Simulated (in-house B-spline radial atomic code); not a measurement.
Results of a calculation; reference values are marked as such.
Building a PAW p channel for Ga, r_c = 3.02 bohr

Ga, [Ar] 3d10 4s2 4p1, non-relativistic LDA (VWN5), spherical and spin-unpolarised, from an all-electron radial atomic-structure program (B-spline basis) (atomic units; all potentials screened as in the neutral atom).

Two all-electron partial waves φ1, φ2 are integrated outwards at E1 = ε(4p) = -0.101634 and E2 = E1 + 0.5 hartree; φ1 is the bound orbital and φ2 has unit norm inside r_c = 3.0171 bohr. Smooth partners are polynomials, r^2(a0 + a1 r² + a2 r⁴ + a3 r⁶), matched to φ and three derivatives at r_c, with no condition on the norm. The local potential is -1.82459 + (0.426259) r² + (-0.0434827) r⁴ + (0.0016524) r⁶ inside 2.5771 bohr and the all-electron one outside.

```json
{"wave": "1", "φ(r_c)": "0.543824", "φ'(r_c)": "-0.07504783", "a0": "0.2408769", "a1": "-0.03700726", "a2": "0.002444047", "a3": "-6.202135e-05"}
{"wave": "2", "φ(r_c)": "0.009635077", "φ'(r_c)": "1.122781", "a0": "-0.5898367", "a1": "0.1284967", "a2": "-0.009071819", "a3": "0.0002292445"}
```

Inside r_c the overlaps are <φi φj> = [[0.47647, -0.61132], [-0.61132, 1.00000]] and, for the smooth waves, [[0.46545, -0.57486], [-0.57486, 0.90245]]. With χj = (Ej − T − V_local) applied to smooth wave j, the program's quadrature gives the matrix B_ij = <smooth i, χj> as [[0.02852, -0.05201], [-0.07024, 0.15448]].

Task: Check the match of the first wave, and find the augmentation charges q_ij.

Result: At r_c the four terms are 2.19268, -3.06652, 1.84352, -0.42585, which sum to 0.5438, φ1(r_c) to rounding. q_ij is the all-electron overlap less the smooth one: [[0.01102, -0.03645], [-0.03645, 0.09755]]. The smooth first wave has a norm of 0.4654 inside r_c against 0.4765, and q11 > 0 puts back the missing charge.

Task: B isn't symmetric. Show that D_ij = B_ij + Ej q_ij is.

Result: Integrating by parts gives B12 − B21 = (E1 − E2) q12: -0.05201 − (-0.07024) = 0.01823, and −0.5 × (-0.03645) = 0.01823. So D12 = -0.05201 + (0.398366)(-0.03645) = -0.06654 and D21 = -0.07024 + (-0.101634)(-0.03645) = -0.06654; D11 = 0.02740, D22 = 0.19334. The projectors, p = (B⁻¹)ᵀ χ, are dual to the smooth waves; det B = 0.00075.

Solving (T + V_local + Σ p D p) ψ = E (1 + Σ p q p) ψ in a sphere of 9 bohr, whose wall lifts the free-atom level a little, gives these levels:

| all-electron | one projector | two projectors |
| --- | --- | --- |
| -0.099788 | -0.099788 | -0.099788 |
| 0.130625 | 0.130007 | 0.130622 |
| 0.472041 | 0.465725 | 0.472039 |
| 0.963764 | 0.933267 | 0.963349 |
| 1.598690 | 1.508190 | 1.593300 |

Task: What does the second projector gain?

Result: With one projector the errors are 0.00, -0.62, -6.32, -30.50, -90.50 millihartree. With two the errors are 0.00, 0.00, 0.00, -0.41, -5.39 millihartree. The scattering is exact at E1 and at E2 = 0.398, and over all levels compared the largest error is 5.4 millihartree. The lowest eigenvalue of the overlap operator is 1 with one and 0.9512 with two projectors. The smooth orbital alone needs a cutoff of 2.16 hartree for 1 millihartree of kinetic energy, against 2.25 for a norm-conserving Troullier-Martins orbital of the same radius.
